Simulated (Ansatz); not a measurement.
C₂H₉AlOSi, SMILES `[CH3][Al]([SiH3])[CH2]O`. Total charge 0; spin multiplicity 1. All single points use the PBE0-D4/def2-TZVP geometry. It is one conformer, not always the lowest.

```xyz
14

C    -0.571   -2.028   -0.159
Al    0.034   -0.186    0.046
Si    2.009    0.367    1.417
C    -0.906    1.316   -0.830
O    -2.017    0.831   -1.577
H     0.223   -2.666   -0.561
H    -0.852   -2.458    0.809
H    -1.434   -2.090   -0.825
H     2.319    1.826    1.455
H     3.236   -0.320    0.915
H     1.833   -0.072    2.834
H    -0.194    1.864   -1.470
H    -1.219    2.042   -0.061
H    -2.461    1.574   -1.994
```

Question: What is the dipole moment at ωB97M-V/def2-TZVPP? (An estimate is asked.)

Answer: Ansatz gave: 1.41 D, with components (-0.78, 0.95, -0.69) D in this frame, pointing from negative to positive charge.

Question: And with PBE, r2SCAN, B3LYP? (An estimate is asked.)

Answer: Computed: PBE 1.41 D, r2SCAN 1.39 D, B3LYP 1.39 D.

Question: Give the Mulliken charges with ωB97M-V, B3LYP, r2SCAN in def2-TZVPP. (An estimate is asked.)

Answer: Ansatz gave: 
```tsv
atom	ωB97M-V	B3LYP	r2SCAN
C1	-0.51	-0.44	-0.40
Al2	0.55	0.52	0.61
Si3	-0.08	0.02	0.00
C4	-0.25	-0.17	-0.14
O5	-0.33	-0.35	-0.36
H6	0.11	0.09	0.06
H7	0.11	0.09	0.06
H8	0.13	0.12	0.09
H9	-0.03	-0.07	-0.07
H10	-0.03	-0.07	-0.07
H11	-0.03	-0.07	-0.07
H12	0.10	0.08	0.05
H13	0.10	0.08	0.05
H14	0.16	0.17	0.19
```

B3LYP here is the variant with VWN-RPA as its local correlation; programs differ in this.
